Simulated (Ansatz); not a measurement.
`PS` + `[PH2][GaH2]` → `P[PH][GaH2]` + H₂S at 400 K and 1 bar (ligand exchange at a P–S bond).

Program: Ansatz. Geometries: PBE0-D4/def2-TZVP. ΔE: electronic, gas phase. CCSD(T)/CBS adds triple-zeta CCSD(T) − MP2 to the extrapolated MP2 energy (def2 sets, frozen cores). This one scheme is used for every species. For Ga outer-core shells are correlated without core-valence functions, which leaves a few kJ/mol of doubt a bond. Scalar relativity is left out up to krypton. One conformer a species, not always the lowest.

| species | CCSD(T)/CBS energy (Eh) | H − E (kJ/mol) | S (J/(mol·K)) |
| --- | --- | --- | --- |
| `PS` | -740.51379 | 89.7 | 283.7 |
| `[PH2][GaH2]` | -2267.26620 | 102.4 | 311.8 |
| `P[PH][GaH2]` | -2608.80809 | 138.5 | 364.2 |
| H₂S | -398.97279 | 53.4 | 215.9 |

H − E and S are ideal-gas, rigid-rotor, harmonic terms from PBE0-D4/def2-TZVP, for one conformer and one mirror image of each species. 1 Eh = 2625.50 kJ/mol, R = 8.31446 J/(mol·K).

**Question.** By hand: ΔE, ΔH, ΔS and ΔG.

**Answer.** ΔE = (-2608.80809) + (-398.97279) − (-740.51379) − (-2267.26620) = -0.00089 Eh = -2.3 kJ/mol. Δ(H − E) = 138.5 + 53.4 − 89.7 − 102.4 = -0.2, so ΔH = -2.5 kJ/mol. ΔS = 364.2 + 215.9 − 283.7 − 311.8 = -15.4 J/(mol·K). ΔG = -2.5 − 400 × (-15.4)/1000 = 3.7 kJ/mol.

**Question.** By hand: the equilibrium constant, and the temperature at which ΔG would vanish if ΔH and ΔS stayed fixed.

**Answer.** log₁₀ K = −ΔG/(RT ln 10) = -0.5. ΔG = 0 at ΔH/ΔS = 162 K, though so small a ΔH makes that figure unsure.

TΔS isn't small against ΔH here. The sign of ΔG lies within the doubt. A doubt of 5 kJ/mol in ΔE shifts log₁₀ K by 0.7 here. Other conformers and mirror images would add mixing entropy, several J/(mol·K) or more a flexible species. These are equilibria of isolated gas molecules and say nothing of rates. Largest T1 diagnostic: 0.014 (customary marks: 0.02 for closed shells, 0.045 for open ones).
